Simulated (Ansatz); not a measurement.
```xyz
3

B     0.0000    0.0000    0.0000
H     0.0000    0.0000    3.2200
S     0.0000    4.0539   -3.4016
```

Basis set: pcseg-2 (spherical functions). Charge 0, multiplicity 3.

Computed with Ansatz (development build ahead of 0.2.0); each method stands on the lowest determinant of its kind that the runs found. Restricted functionals stand beside restricted open-shell atoms, which can lie above the unrestricted atoms usual in DFT and then raise those values.

Problem. Give the atomization energy at this shape (free ground-state atoms in the same class of orbitals less the molecule, no zero-point energy) of triplet BHS in separate pieces by PBE0 (unrestricted), PBE0 (restricted open-shell), PBE (restricted open-shell), UHF, ROHF.

Solution.

| method | atomization energy |
| --- | --- |
| PBE0 (unrestricted) | 9.3 kJ/mol |
| PBE0 (restricted open-shell) | -77.4 kJ/mol |
| PBE (restricted open-shell) | -36.4 kJ/mol |
| UHF | 2.2 kJ/mol |
| ROHF | -205.3 kJ/mol |

Caution: other spin multiplicities may lie lower; the shape is not the minimum. Caution for PBE0 (unrestricted), PBE0 (restricted open-shell), PBE (restricted open-shell): charge can spread falsely over distant fragments. Caution for PBE0 (unrestricted), UHF: the unrestricted determinant is a mixture of spin states. Caution for PBE0 (restricted open-shell), ROHF: an unrestricted determinant lies well below. Caution for PBE (restricted open-shell): stretched shape with no unrestricted run beside it, a lower state can exist. Caution for ROHF: the molecule lies well above its atoms at this level.
